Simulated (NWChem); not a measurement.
System: BaF cation; SMILES [F][Ba+]

Input file for NWChem:

```
start job
memory heap 200 mb stack 900 mb global 1100 mb
charge 1
geometry units angstroms noautoz
  Ba     0.000000     0.000000    -0.228665
  F      0.000000     0.000000     1.928166
end
basis spherical
  Ba library def2-svpd
  F library def2-svpd
end
ecp
  Ba library def2-ecp
end
dft
  xc xpbe96 cpbe96
  iterations 150
  mulliken
end
task dft energy
```

Output (shortened):

```
             Northwest Computational Chemistry Package (NWChem) 7.3.0
             --------------------------------------------------------

 ORDER OF PRIMARY AXIS IS BEING SET TO 4
 C4V symmetry detected

                             Geometry "geometry" -> ""
                             -------------------------

 Output coordinates in angstroms (scale by  1.889725989 to convert to a.u.)

  No.       Tag          Charge          X              Y              Z
 ---- ---------------- ---------- -------------- -------------- --------------
    1 Ba                  56.0000     0.00000000     0.00000000    -0.29863814
    2 F                    9.0000     0.00000000     0.00000000     1.85819286

 Effective nuclear repulsion energy (a.u.)     123.6561109776

      Symmetry information
      --------------------

 Group name             C4v
 Group number             18
 Group order               8
 No. of unique centers     2

 Summary of "ao basis" -> "ao basis" (spherical)
 ------------------------------------------------------------------------------
       Tag                 Description            Shells   Functions and Types
 ---------------- ------------------------------  ------  ---------------------
 Ba                        def2-svpd                10       26   4s4p2d
 F                         def2-svpd                 9       23   4s3p2d

      Symmetry analysis of basis
      --------------------------

        a1         19
        a2          0
        b1          4
        b2          4
        e          22

            General Information
            -------------------
          SCF calculation type: DFT
          Wavefunction type:  closed shell.
          No. of atoms     :     2
          No. of electrons :    18
           Alpha electrons :     9
            Beta electrons :     9
          Charge           :     1
          Spin multiplicity:     1
          Use of symmetry is: on ; symmetry adaption is: on
          Maximum number of iterations: 150
          AO basis - number of functions:    49
                     number of shells:    19
          Convergence on energy requested:  1.00D-06
          Convergence on density requested:  1.00D-05
          Convergence on gradient requested:  5.00D-04

              XC Information
              --------------
          PerdewBurkeErnzerhof Exchange Functional  1.000
            Perdew 1991 LDA Correlation Functional  1.000 local
           PerdewBurkeErnz. Correlation Functional  1.000 non-local

             Grid Information
             ----------------
          Grid used for XC integration:  medium
          Radial quadrature: Mura-Knowles
          Angular quadrature: Lebedev.
          Tag              B.-S. Rad. Rad. Pts. Rad. Cut. Ang. Pts.
          ---              ---------- --------- --------- ---------
          Ba                  2.15      123          14.0       590
          F                   0.50       49          12.0       434
          Grid pruning is: on
          Number of quadrature shells:   172
          Spatial weights used:  Erf1

      Superposition of Atomic Density Guess
      -------------------------------------

 Sum of atomic energies:        -126.78140493

 Renormalizing density from      19.00 to     18

      Non-variational initial energy
      ------------------------------

 Total energy =    -120.375367
 1-e energy   =    -211.635143
 2-e energy   =      69.178327
 HOMO         =      -1.074813
 LUMO         =      -0.338077

      Symmetry analysis of molecular orbitals - initial
      -------------------------------------------------

 !! scf_movecs_sym_adapt:    8 vectors were symmetry contaminated

  Symmetry fudging

 !! scf_movecs_sym_adapt:    2 vectors were symmetry contaminated

  Numbering of irreducible representations:

     1 a1          2 a2          3 b1          4 b2          5 e

  Orbital symmetries:

     1 a1          2 a1          3 a1          4 a1          5 e
     6 e           7 e           8 e           9 a1         10 a1
    11 e          12 e          13 b1         14 b2         15 a1
    16 e          17 e          18 a1         19 a1

     ---------------------------------------------
      Total Density - Mulliken Population Analysis
     ---------------------------------------------

    Atom       Charge   Shell Charges
 -----------   ------   -------------------------------------------------------
    1 Ba  10     8.05   0.27  1.73  0.03 -0.00  5.13  0.87  0.00  0.00  0.03  0.00
    2 F    9     9.95   1.99  1.29  0.70 -0.01  4.11  1.84  0.02  0.00  0.01

   convergence    iter        energy       DeltaE   RMS-Dens  Diis-err
 ---------------- ----- ----------------- --------- --------- ---------
 d= 0,ls=0.0,diis     1   -124.6229589381 -1.47D+02  1.22D-01  4.15D+00
 d= 0,ls=0.5,diis     2   -112.5381905712  1.21D+01  1.21D-01  2.44D+01
 d= 0,ls=0.5,diis     3   -124.8140005361 -1.23D+01  1.53D-02  1.91D+00
 d= 0,ls=0.5,diis     4   -125.0169846893 -2.03D-01  7.63D-03  1.50D-01
 d= 0,ls=0.5,diis     5   -125.0220205386 -5.04D-03  2.36D-03  1.76D-01
  Resetting Diis
 d= 0,ls=0.5,diis     6   -125.0234676705 -1.45D-03  1.13D-03  1.41D-01
 d= 0,ls=0.5,diis     7   -125.0240192542 -5.52D-04  5.74D-03  1.25D-01
 d= 0,ls=0.5,diis     8   -125.0245080849 -4.89D-04  1.92D-03  1.55D-01
 d= 0,ls=0.5,diis     9   -125.0330356589 -8.53D-03  8.64D-04  2.98D-02
 d= 0,ls=0.5,diis    10   -125.0351586336 -2.12D-03  4.58D-04  5.20D-03
 d= 0,ls=0.5,diis    11   -125.0355979250 -4.39D-04  2.63D-04  1.14D-03
 d= 0,ls=0.5,diis    12   -125.0357057678 -1.08D-04  1.49D-04  3.51D-04
 d= 0,ls=0.5,diis    13   -125.0357400169 -3.42D-05  9.32D-05  1.23D-04
 d= 0,ls=0.5,diis    14   -125.0357521905 -1.22D-05  6.02D-05  4.80D-05
 d= 0,ls=0.5,diis    15   -125.0357569233 -4.73D-06  3.96D-05  2.05D-05
 d= 0,ls=0.5,diis    16   -125.0357589686 -2.05D-06  2.65D-05  8.59D-06
 d= 0,ls=0.5,diis    17   -125.0357598540 -8.85D-07  1.79D-05  3.55D-06
 d= 0,ls=0.5,diis    18   -125.0357602381 -3.84D-07  1.21D-05  1.45D-06
 d= 0,ls=0.5,diis    19   -125.0357604028 -1.65D-07  8.22D-06  6.14D-07

         Total DFT energy =     -125.035760474669
      One electron energy =     -222.437274054392
           Coulomb energy =       89.257012654251
    Exchange-Corr. energy =      -13.936947463378
 Nuclear repulsion energy =       22.081448388851

 Numeric. integr. density =       17.999991352947

                  Occupations of the irreducible representations
                  ----------------------------------------------

                     irrep           alpha         beta
                     --------     --------     --------
                     a1                5.0          5.0
                     a2                0.0          0.0
                     b1                0.0          0.0
                     b2                0.0          0.0
                     e                 4.0          4.0

                       DFT Final Molecular Orbital Analysis
                       ------------------------------------

 Vector    7  Occ=2.000000D+00  E=-4.557392D-01  Symmetry=e
              MO Center= -3.3D-15, -6.1D-14,  1.7D+00, r^2= 8.0D-01
   Bfn.  Coefficient  Atom+Function         Bfn.  Coefficient  Atom+Function
  ----- ------------  ---------------      ----- ------------  ---------------
    32      0.634889  2 F  py                35     -0.418728  2 F  py
    18     -0.147163  1 Ba d -1              38     -0.122066  2 F  py
     6      0.068533  1 Ba py                46      0.038443  2 F  d -1
     9      0.032868  1 Ba py                31      0.030960  2 F  px
    23      0.028809  1 Ba d -1

 Vector    8  Occ=2.000000D+00  E=-4.557392D-01  Symmetry=e
              MO Center=  1.9D-16,  1.1D-17,  1.7D+00, r^2= 8.0D-01
   Bfn.  Coefficient  Atom+Function         Bfn.  Coefficient  Atom+Function
  ----- ------------  ---------------      ----- ------------  ---------------
    31      0.634889  2 F  px                34     -0.418728  2 F  px
    20      0.147163  1 Ba d  1              37     -0.122066  2 F  px
     5      0.068533  1 Ba px                48     -0.038443  2 F  d  1
     8      0.032868  1 Ba px                32     -0.030960  2 F  py
    25     -0.028809  1 Ba d  1

 Vector    9  Occ=2.000000D+00  E=-4.535705D-01  Symmetry=a1
              MO Center=  1.5D-15,  5.8D-14,  1.6D+00, r^2= 1.5D+00
   Bfn.  Coefficient  Atom+Function         Bfn.  Coefficient  Atom+Function
  ----- ------------  ---------------      ----- ------------  ---------------
    33      0.628282  2 F  pz                36     -0.427208  2 F  pz
    19      0.252911  1 Ba d  0               7     -0.190778  1 Ba pz
     2     -0.168462  1 Ba s                 10     -0.111169  1 Ba pz
     3      0.097235  1 Ba s                 39     -0.080857  2 F  pz
    30     -0.077205  2 F  s                 28     -0.056204  2 F  s

 Vector   10  Occ=0.000000D+00  E=-2.483891D-01  Symmetry=a1
              MO Center= -1.4D-15, -4.5D-15, -5.9D-01, r^2= 5.9D+00
   Bfn.  Coefficient  Atom+Function         Bfn.  Coefficient  Atom+Function
  ----- ------------  ---------------      ----- ------------  ---------------
     3      1.185775  1 Ba s                  2     -0.662350  1 Ba s
    19     -0.312262  1 Ba d  0              13     -0.149287  1 Ba pz
     1      0.133795  1 Ba s                  4     -0.073319  1 Ba s
    39     -0.063945  2 F  pz                 7      0.051067  1 Ba pz
    16      0.044628  1 Ba pz                29     -0.034787  2 F  s

 Vector   11  Occ=0.000000D+00  E=-2.326945D-01  Symmetry=b1
              MO Center= -2.5D-15, -1.4D-15, -3.0D-01, r^2= 3.4D+00
   Bfn.  Coefficient  Atom+Function         Bfn.  Coefficient  Atom+Function
  ----- ------------  ---------------      ----- ------------  ---------------
    21      0.960173  1 Ba d  2              26      0.081826  1 Ba d  2

[...]
```

Level: PBE/def2-SVPD with def2 effective core potentials on Ba. Structure relaxed at the PBE0/def2-SVP level. def2 effective core potentials on Ba; no spin-orbit coupling.
